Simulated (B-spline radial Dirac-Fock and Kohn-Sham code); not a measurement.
**K-shell conversion coefficients of Te against transition energy**

Method: a Dirac-Hartree-Slater potential of the neutral atom with a Latter tail (no hole, which puts coefficients of high multipoles low close above an edge), finite nucleus with surface currents. Computed with a radial B-spline solver. Subshells within 1 keV of threshold and pair formation are left out.

```tsv
energy (keV)	E1	E2	E4	E5	M1	M4
34	3.14	12.2	12.4	10.0	13.6	2430
50	1.14	8.28	206	1000	4.37	4030
54.7	0.896	6.73	195	1030	3.36	3130
58.6	0.744	5.67	177	975	2.75	2500
96.5	0.187	1.32	41.6	231	0.652	325
100	0.170	1.18	36.4	201	0.590	276
118	0.107	0.693	19.1	99.5	0.369	129
193	0.0270	0.136	2.42	10.0	0.0952	13.1
200	0.0245	0.121	2.07	8.45	0.0865	11.1
230	0.0167	0.0760	1.14	4.32	0.0595	5.83
286	0.00934	0.0375	0.450	1.53	0.0336	2.18
290	0.00900	0.0358	0.425	1.43	0.0324	2.05
368	0.00487	0.0170	0.160	0.479	0.0176	0.725
500	0.00232	0.00697	0.0491	0.127	0.00818	0.203
609	0.00148	0.00410	0.0244	0.0577	0.00507	0.0938
643	0.00131	0.00356	0.0202	0.0469	0.00445	0.0763
1000	0.000536	0.00126	0.00515	0.00996	0.00160	0.0159
1230	0.000367	0.000811	0.00292	0.00524	0.00100	0.00811
1290	0.000337	0.000736	0.00257	0.00456	0.000905	0.00699
1890	0.000178	0.000352	0.00101	0.00160	0.000400	0.00227
2000	0.000163	0.000317	0.000885	0.00138	0.000356	0.00194
2070	0.000155	0.000298	0.000818	0.00127	0.000332	0.00177
2110	0.000150	0.000287	0.000783	0.00121	0.000319	0.00168
```

Problem. How fast do they fall between 2000 and 2110 keV?

Solution. As powers of the energy: E1 E^-1.55, E2 E^-1.82, E4 E^-2.27, E5 E^-2.51, M1 E^-2.05, M4 E^-2.72. Within one type (E or M) the higher multipoles fall faster.
